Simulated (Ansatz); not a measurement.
Compare A (`C=N[Si](N)(N)F`) with its isomer B (`NC1(F)N[SiH2]N1`).

Computed with Ansatz on PBE0-D4/def2-TZVP structures; ΔE is electronic, products minus reactants. CBS: MP2 limit from def2 TZ/QZ plus the TZ coupled-cluster correction, frozen cores. DFT in def2-TZVPP. B3LYP here is the variant with VWN-RPA as its local correlation; programs differ in this. One conformer a species, not always the lowest.

Problem. Which is lower in electronic energy at CCSD(T)/CBS, and by how much? (Estimate.)

Solution. Ansatz gave: A, by 78.2 kcal/mol.

Problem. Give E(B) − E(A) in kcal/mol with r2SCAN-D4, PBE-D4, ωB97M-V, B3LYP-D4, B2PLYP, CCSD/def2-TZVPP, CCSD(T)/def2-TZVPP. (Best estimate.)

Solution. The calculation gave: r2SCAN-D4 74.1, PBE-D4 69.2, ωB97M-V 74.1, B3LYP-D4 78.1, B2PLYP 78.7, CCSD/def2-TZVPP 77.4, CCSD(T)/def2-TZVPP 76.6. None reverses the order clearly.

Largest T1 diagnostic: 0.012.

In def2-TZVPP, CCSD(T) changes the Hartree–Fock value by −5.8 kcal/mol (the triples alone add −0.8 kcal/mol) and MP2 by −5.0 kcal/mol.
